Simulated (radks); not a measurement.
Species: neutral hafnium. Configuration: [Xe] 4f14 5d2 6s2.

Calculated with a radial shooting solver on a logarithmic mesh with Libxc functionals: scalar-relativistic Kohn-Sham, MS2 meta-GGA, spin-unpolarised, spherical densities, finite nucleus; meta-GGA in the generalised Kohn-Sham scheme; Fermi nuclear charge, rms radius 5.347 fm.

Energy parts (eV):
| part | energy |
|---|---|
| total | -410229.82 |
| kinetic | 449369.17 |
| electron-nucleus | -1011948.77 |
| Hartree | 160691.46 |
| exchange-correlation | -8341.68 |

Orbitals (lengths in bohr, moments of r in powers of bohr; r(max) is where P^2 peaks):
| orbital | occ. | eigenvalue (eV) | <r^2> | <r^4> | r(max) |
|---|---|---|---|---|---|
| 1s | 2 | -65315.01 | 0.0004949 | 6.619e-07 | 0.01190 |
| 2s | 2 | -11179.33 | 0.007633 | 0.0001005 | 0.06801 |
| 2p | 6 | -9811.091 | 0.006284 | 0.00007819 | 0.05569 |
| 3s | 2 | -2552.775 | 0.04965 | 0.003714 | 0.1919 |
| 3p | 6 | -2142.465 | 0.05035 | 0.003980 | 0.1896 |
| 3d | 10 | -1657.943 | 0.04189 | 0.003098 | 0.1548 |
| 4s | 2 | -516.8791 | 0.2471 | 0.08856 | 0.4375 |
| 4p | 6 | -382.0652 | 0.2812 | 0.1180 | 0.4582 |
| 4d | 10 | -207.8581 | 0.3319 | 0.1790 | 0.4711 |
| 5s | 2 | -67.0487 | 1.453 | 3.143 | 1.015 |
| 5p | 6 | -35.6285 | 2.054 | 6.656 | 1.159 |
| 4f | 14 | -16.8351 | 0.5958 | 0.9811 | 0.4548 |
| 6s | 2 | -5.1078 | 13.51 | 293.5 | 2.896 |
| 5d | 2 | -2.6832 | 7.888 | 144.9 | 1.691 |

The highest occupied level is 5d at -2.683 eV. The density falls to 0.001 e/bohr^3 at r = 4.99 bohr.
